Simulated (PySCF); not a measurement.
C$_{5}$H$_{7}$N$_{3}$Si: full NMR table

| Quantity | Value |
| --- | --- |
| Formula | C5H7N3Si |
| SMILES | C#Cc1nnc([SiH3])n1C |
| InChI | InChI=1S/C5H7N3Si/c1-3-4-6-7-5(9)8(4)2/h1H,2,9H3 |
| Point group of the computed structure | C1 |
| Degrees of unsaturation | 5 |
| Carbon signals | 5 |
| Proton signals | 3 |

Mapped SMILES: `[CH:1]#[C:2][c:3]1[n:4][n:5][c:6]([SiH3:7])[n:8]1[CH3:9]`. Each H is labelled by its parent atom.

Theory: geometry from GFN2-xTB, GIAO PBE0/pcSseg-1 shieldings, in PySCF 2.14.0 with density-fitted response routines (one conformer, no relativistic terms, one averaged value for each set of equivalent atoms, gas phase).

Referencing at the same level of theory: TMS for ¹H (31.72 ppm) and ¹³C (186.93 ppm) and ²⁹Si (349.16 ppm); ¹⁵N (267.73 ppm) vs NH3.

```tsv
carbon	δC, type	δH (multiplicity)	HMBC from (2–3 bonds)	span of the C tensor (ppm)
C1	96.7, CH	3.33 (s)	–	185
C2	76.2, C	–	H(C1)	278
C3	146.1, C	–	H(C9), H(C1)	144
C6	151.5, C	–	H(Si7), H(C9)	150
C9	31.2, CH3	3.90 (s)	–	49
```

Other nuclei:
| atoms | nucleus | environment | δ (ppm) | σ (ppm) |
| --- | --- | --- | --- | --- |
| H(Si7) | ¹H | hydrogen on a silicon bonded to C | 4.60 | 27.12 |
| Si7 | ²⁹Si | silicon bonded to C, 3 H | -88.7 | 437.9 |
| N5 | ¹⁵N | pyridine-type nitrogen of an azole | 397.7 | -130.0 |
| N4 | ¹⁵N | pyridine-type nitrogen of an azole | 394.0 | -126.3 |
| N8 | ¹⁵N | pyrrole-type ring nitrogen | 207.9 | 59.8 |

- Carbon types of the structure: 3 × C, 1 × CH, 1 × CH3, leaving 3 H on heteroatoms.
- δC 151.5, 146.1: substituted aromatic carbon next to a ring nitrogen.
- δC 96.7: terminal alkyne carbon; sp carbons lie upfield of alkene carbons because the cylindrical π system leaves one tensor component strongly shielded.
- δC 76.2: alkyne carbon; the triple bond shields along its axis, which puts it between sp3 and sp2 carbons.
- δC 31.2: methyl carbon bonded to N; the inductive effect lowers its shielding.
- δH 3.33: hydrogen on a terminal alkyne carbon; it lies on the axis of the triple bond, in its shielding cone.

Shifts are as computed. Against solution values, carbons near 30 ppm lie about +3 ppm off and those near 130 ppm about +5 ppm. Of 1211 compounds with measured shifts, 218 miss one by over three times the rms of a fit or turn the order of signals round; such compounds aren't used in these exercises. Experimental scales use liquid or dissolved standards, which lie at an offset from isolated NH3 (liquid NH3: subtract about 20 ppm). Unscaled 15N shifts of sp2 nitrogen come out 20 to 40 ppm too high even then. No couplings were computed; multiplicities are counted from neighbouring protons, with m where these are inequivalent, close in shift, in a saturated or five-membered ring or joined by F or P, and br s for small geminal =CH2 splittings.
